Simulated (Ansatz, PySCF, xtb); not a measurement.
Pair of molecules: CH2O (SMILES C=O) (first 4 atoms) with H4OSi (SMILES O[SiH3]); geometry from B3LYP-D3(BJ)/def2-TZVP, rigid monomers moved along the line of their centres of mass till O2···H7 is 1.69 Å.
(charge 0, multiplicity 1):
```xyz
10

C      0.26944    -0.48795     0.03556
O     -0.75617    -0.43795     0.66527
H      0.28104    -0.83152    -1.01293
H      1.23532    -0.19306     0.47969
O      0.24991     0.50674     2.89871
Si     0.04378    -0.12808     4.40115
H     -0.31315     0.19192     2.17213
H     -1.31087     0.14554     4.94451
H      1.05716     0.50876     5.26878
H      0.24588    -1.60054     4.41347
```

Interaction energies are E(AB) − E(A) − E(B) at the monomers' geometry in the complex; basis-set methods are counterpoise corrected. Rows marked so take none.

Rows in 3-21G carry no dispersion term and start afresh at each structure.

The values were computed with Ansatz (a program for electronic structure); PySCF for 3-21G rows; xtb for the GFN methods. Values without a source in brackets are computed.

Problem. One of these levels gives -9.61 kcal/mol for the interaction energy. Which?
A. HF/3-21G (no counterpoise)
B. GFN2-xTB
C. GFN1-xTB
D. PBE0/def2-TZVPPD

Solution. A, HF/3-21G (no counterpoise). The others give -4.11 (GFN1-xTB), -3.39 (GFN2-xTB), -5.15 (PBE0/def2-TZVPPD)
